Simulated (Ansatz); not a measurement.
CaCl$_{2}$, charge -1, sextet, at a GFN2-xTB geometry of the parent state (such geometries of metal compounds can be far from the true shape) (a state made from the parent by changing its charge; the spin is typed, not shown lowest) (a gas-phase anion, which may not be bound at this level); SVWN5/STO-3G (Ansatz, a first-principles code).

Here is a job for Ansatz.
Ansatz 0.2 input:
```yaml
crystal:
  periodic: [false, false, false]
  atoms:
    - {symbol: Ca, position_ang: [0.21041032, -0.79122363, 0.00034680]}
    - {symbol: Cl, position_ang: [1.53102219, 0.90477583, -1.61871510]}
    - {symbol: Cl, position_ang: [-1.77856375, 0.02607551, 1.61830710]}
basis:
  gaussian:
    orbitals: STO-3G
hamiltonian:
  xc: {name: SVWN5}
total_charge: -1
magnetization: {spin_polarized: true, initial_magnetization: 5}
```

Output, abridged:

```
Functional definition: SVWN5
356 factors; integrals over basis functions are off by at most 2.2e-4 eV
mean field evaluation 1: about -42872.3555 eV, gradient 1.5e1 eV
mean field evaluation 2: about -42875.1665 eV, gradient 5.1e0 eV
mean field evaluation 4: about -42875.7454 eV, gradient 2.9e-1 eV
mean field evaluation 8: about -42875.7277 eV, gradient 3.2e-1 eV
mean field evaluation 16: about -42875.7611 eV, gradient 2.1e-1 eV
mean field evaluation 32: about -42875.9436 eV, gradient 9.9e-5 eV
mean field evaluation 64: about -42875.9436 eV, gradient 1.3e-3 eV
mean field evaluation 96: about -42875.8946 eV, gradient 6.5e-2 eV
mean field evaluation 128: about -42875.7151 eV, gradient 2.5e-2 eV
mean field evaluation 160: about -42874.0358 eV, gradient 2.0e0 eV
mean field evaluation 192: about -42875.7618 eV, gradient 8.4e-2 eV
mean field evaluation 224: about -42875.8243 eV, gradient 2.9e-1 eV
mean field -42875.94364191 eV, -1575.6618664816 hartree, gradient 3.1e-6 eV, S^2 8.750097; 16 other end points of the search recorded, 0 dependent functions left out
reference -42875.94366673 eV, -1575.6618673938 hartree; 30, 25 occupied and 1, 6 virtual orbitals, 356 factors
Total energy: -42875.94366673 eV, -1575.6618673938 hartree
```
